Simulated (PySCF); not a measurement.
These are PBE-D3(BJ)/def2-TZVP // PBE0-D3(BJ)/def2-TZVP (PySCF) values and carry that method's errors. Gas-phase values, no solvent. One relaxed conformer stands for a flexible species; it need not be the lowest. 

Reference species (SMILES): `[SH][Ge]([SH])([SH])[SH]` (neutral, multiplicity 1).

```
Item                      Value
----------------------  -------
S1 oscillator strength    0.000
HOMO–LUMO gap           3.83 eV
```

Changed species: `[Cl][Ge]([Cl])([Cl])[Cl]` (0 of 4 Cl replaced by SH; the reference has 4 of 4 Cl replaced by SH).

Question: Predict the effect on the S1 oscillator strength and HOMO–LUMO gap.

Answer: the S1 oscillator strength is nearly the same; the HOMO–LUMO gap increases by 1.17 eV, to 5.00 eV.
